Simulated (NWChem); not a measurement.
Species: BCl$_{2}$F; SMILES ClB(F)Cl

```xyz
4

B      0.0000     0.0000    -0.3489
F      0.0000     0.0000    -1.6596
Cl     1.5210     0.0000     0.5019
Cl    -1.5210     0.0000     0.5019
```
Atoms are numbered in this order, from 1.

Computed with NWChem. Pople sets run with spherical d functions. Structure relaxed at the PBE0/def2-SVP level. Vzz is the largest principal value of the second derivative of the potential at the nucleus (NWChem prints the opposite sign); η is the asymmetry. Non-relativistic.

```json
[
 {"level": "Hartree-Fock/6-31G*", "Vzz B1 (a.u.)": "0.321", "η B1": "0.07", "Vzz Cl4 (a.u.)": "2.229", "η Cl4": "0.42"},
 {"level": "Hartree-Fock/cc-pVTZ", "Vzz B1 (a.u.)": "0.348", "η B1": "0.09", "Vzz Cl4 (a.u.)": "2.174", "η Cl4": "0.45"},
 {"level": "PBE0/6-31G*", "Vzz B1 (a.u.)": "0.251", "η B1": "0.02", "Vzz Cl4 (a.u.)": "2.245", "η Cl4": "0.46"},
 {"level": "PBE0/def2-SVP", "Vzz B1 (a.u.)": "0.251", "η B1": "0.01", "Vzz Cl4 (a.u.)": "(withheld)", "η Cl4": "0.49"}
]
```

**Question.** What belongs in the gaps?

**Answer.** 
- PBE0/def2-SVP, Vzz Cl4 (a.u.): 2.095
